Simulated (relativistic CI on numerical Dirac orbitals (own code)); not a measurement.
**Co⁴⁺: M2,3 absorption edge**

Computed with this model: Dirac-Coulomb-Breit CI, separate exchange-only KLI orbitals for each configuration, a model potential for QED, valence Slater integrals scaled by 0.9, multiplet model of core-to-valence dipole absorption; configurations [Ar] 3d5 → [Ne] 3s2 3p5 3d6; 300 K; Lorentzian 0.48 eV and Gaussian 0.3 eV FWHM. Energies are those of the free ion, without screening or charge transfer. The branching ratio is the share of the lower-energy edge in the whole absorption, uncertain by about 0.02 where the edges overlap. S is read from ⟨S²⟩ = S(S + 1).

Field parameters in Wybourne normalisation: D3d B²₀ = −7Dσ, B⁴₀ = −14Dq − 21Dτ, B⁴₃ = −14√(10/7) Dq; D4h B²₀ = −7Ds, B⁴₀ = 21(Dq − Dt), B⁴₄ = 21√(5/14) Dq; Oh B⁴₀ = 21Dq, B⁴₄ = √(5/14) B⁴₀; Td as Oh with Dq negative (B⁴₀ = 21Dq, B⁴₄ = √(5/14) B⁴₀). The field is a parameter set, without covalency.

free ion: ground-state S = 2.50, centroid 66.40 eV. Peaks (eV, height): 66.5 (100).

D4h, 10Dq = 13600, Ds = 2950, Dt = 510 cm⁻¹: ground-state S = 2.50, centroid 66.40 eV. Peaks (eV, height): 66.0 (78), 66.9 (100).

Td, 10Dq = -16000 cm⁻¹: ground-state S = 2.50, centroid 66.40 eV. Peaks (eV, height): 66.6 (100).

Oh, 10Dq = 21100 cm⁻¹: ground-state S = 2.50, centroid 66.40 eV. Peaks (eV, height): 66.8 (100).

D3d, 10Dq = 28350, Dσ = 290, Dτ = -230 cm⁻¹: ground-state S = 2.50, centroid 66.40 eV. Peaks (eV, height): 66.9 (100).

Strongest unbroadened transitions for free ion:

| Energy (eV) | Relative strength |
| --- | --- |
| 60.99 | 1.1 |
| 61.74 | 0.8 |
| 62.31 | 0.4 |
| 63.16 | 0.1 |
| 63.87 | 0.1 |
| 64.10 | 0.1 |
| 64.82 | 1.9 |
| 65.05 | 0.3 |
| 65.10 | 0.1 |
| 65.29 | 1.2 |
| 65.63 | 1.3 |
| 66.10 | 52.6 |
| 66.37 | 78.4 |
| 66.38 | 0.5 |
| 66.58 | 4.2 |
| 66.71 | 100.0 |
| 66.89 | 0.1 |
| 71.87 | 0.1 |
